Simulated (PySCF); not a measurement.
Si(F)(OH)2(SMe) (CH5FO2SSi), SMILES CS[Si](O)(F)O.

Geometry optimised at B3LYP-D3(BJ)/def2-SVP. The values are those of a single conformer.

Method: PySCF with SMD-M06-2X/def2-SVP.

Solvation free energies are E(SMD) − E(gas) at the gas-phase geometry, for 1 M in both phases. In vacuum the dipole moment is 1.07 D.

| solvent | ΔG(solv) (kcal/mol) | its non-electrostatic (CDS) part | dipole (D) |
|---|---|---|---|
| water | ? | ? | ? |
| diethylether | -7.0 | -2.3 | 1.22 |
| acetone | -8.7 | -1.6 | 1.30 |

Q: Complete the blanks. (The exact figures need the calculation; the answer reports its results.)

A: 
- water, ΔG(solv) (kcal/mol): -9.2
- water, its non-electrostatic (CDS) part: 3.3
- water, dipole (D): 1.46
